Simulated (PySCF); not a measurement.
# Where the electron goes

C7H9F.
Atom-mapped SMILES: `[CH2:1]=[C:2]([F:3])[C@@:4]12[CH2:5][CH2:6][C@@H:7]1[CH2:8]2` (hydrogens: H9, H10 on C1; H11, H12 on C5; H13, H14 on C6; H15 on C7; H16, H17 on C8)

Level of theory: TDDFT wB97X-D/def2-SVPD, vertical, gas phase, core orbitals frozen in the response in PySCF 2.14.0, density-fitted response routines. The structure is a single GFN2-xTB conformer in the gas phase; no vibrational or solvent corrections.

Kohn–Sham orbitals with the atoms that hold most of them (Löwdin shares over 4%, at most four atoms; ? is withheld):

```csv
orbital,ε (eV),atoms
LUMO+2,2.88,"C6 16%, H14 12%, C1 12%, H13 9%"
LUMO+1,2.38,"C1 12%, C8 10%, C7 9%, C6 9%"
LUMO,1.92,?
HOMO,-8.52,?
HOMO-1,-10.20,"C7 25%, C8 22%, C4 12%, C6 10%"
HOMO-2,-10.73,"C4 18%, C2 12%, C5 11%, C8 11%"
HOMO-3,-11.32,"C6 17%, C5 17%, C7 16%, C4 16%"
```

(1) Which atoms hold the HOMO, and with what shares?

(2) Which atoms hold the LUMO, and with what shares?

(3) The HOMO–LUMO gap is 10.44 eV. Where does the response calculation put the lowest singlet, and from which orbitals?

(4) One configuration dominates each of S1, S2 and S8. Which, and how do the shares of the two leading atoms of either orbital change from the occupied to the empty one?

Answers

(1) C1 (bonded to C and 2 H) 30%; C2 (bonded to 2 C and F) 18%; C4 (bonded to 4 C) 13%; C7 (bonded to 3 C and H) 11%.

(2) C2 (bonded to 2 C and F) 30%; C1 (bonded to C and 2 H) 25%; C7 (bonded to 3 C and H) 7%; F3 (bonded to C) 7%. By element: carbon 63% or more, fluorine 7%.

(3) S1 is at 6.34 eV (f = 0.357), 4.10 eV below the gap, made of HOMO→LUMO (96%). Without the coupling terms of the response equations the lowest excitation would equal the gap.

(4) 
- S1 (6.34 eV, f 0.357), HOMO→LUMO (96%): C1 30% → 25%, C2 18% → 30%
- S2 (6.83 eV, f 0.039), HOMO→LUMO+1 (73%): C1 30% → 12%, C2 18% → at most 9%, C8 at most 11% → 10%
- S8 (8.38 eV, f 0.054), HOMO-2→LUMO (75%): C4 18% → at most 7%, C2 12% → 30%, C1 at most 11% → 25%
